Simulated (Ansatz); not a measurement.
Relaxation of CH$_{4}$AlClIN (9 atoms, charge 0, multiplicity 1), to a largest force component of 0.015 eV/Å in at most 40 steps.

All numbers below come from RKS PBE0-D4/def2-SVP (Ansatz).

```xyz
9
Properties=species:S:1:pos:R:3:forces:R:3
N 0.618 0.391 1.398 -1.70 3.13 -0.45
C -0.095 -0.627 0.632 1.68 0.81 -1.00
Al -0.442 -0.106 -1.296 0.11 -0.18 -0.31
Cl -1.323 -1.518 -2.660 0.26 0.56 0.35
I 0.336 2.207 -2.155 -0.33 -0.92 0.38
H -0.025 1.311 1.344 2.22 -2.40 0.37
H 1.508 0.659 0.926 -0.82 -0.16 0.38
H -1.030 -0.842 1.098 -1.08 -0.42 0.62
H 0.542 -1.522 0.695 -0.32 -0.41 -0.32
```

Task: Where does it end, and by what steps?

Result: The forces met the threshold. After 6 steps the energy has fallen by 0.404 eV; I5 moved furthest, 0.14 Å.

```
step  energy less start (eV)  largest force component (eV/Å)  accepted
   0                  0.0000                           3.130       yes
   1                 -0.3472                           1.168       yes
   2                 -0.3988                           0.186       yes
   3                 -0.4029                           0.109       yes
   4                 -0.4042                           0.045       yes
   5                 -0.4043                           0.023       yes
   6                 -0.4044                           0.004       yes
```

```xyz
9
Properties=species:S:1:pos:R:3
N 0.591 0.439 1.403
C -0.069 -0.569 0.588
Al -0.414 -0.149 -1.313
Cl -1.328 -1.483 -2.661
I 0.273 2.080 -2.150
H 0.057 1.306 1.420
H 1.502 0.683 1.020
H -1.035 -0.843 1.051
H 0.510 -1.510 0.624
```

Whether the end is a true minimum wasn't checked by a vibrational analysis.

The run took 18 s on 2 threads of Intel(R) Xeon(R) 6975P-C (Granite Rapids) (shared host), peak memory 0.3 GiB.
